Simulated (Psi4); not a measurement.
Complex: CH2O (SMILES C=O) (first 4 atoms) with GeH4 (SMILES [GeH4]); geometry from B3LYP-D3(BJ)/def2-TZVP.
(charge 0, multiplicity 1):
```csv
atom,x (Å),y (Å),z (Å)
C,0.4913,-0.5772,0.3905
O,0.4346,0.4764,0.9614
H,0.7265,-0.6448,-0.6885
H,0.3112,-1.5352,0.9144
Ge,-0.2647,0.0282,4.1148
H,-0.5978,-0.2990,5.5830
H,-0.2466,-1.2925,3.3268
H,1.1145,0.6945,4.0509
H,-1.3432,0.9604,3.5516
```

These are SAPT0/aug-cc-pVDZ (Psi4 1.11) values and carry that method's errors.

**Question.** Which attractive term is largest, and how does the interaction split up?

**Answer.** electrostatics -2.54, exchange 3.30, induction -0.73, dispersion -2.16, total -2.12 kcal/mol; the largest attraction is electrostatics.
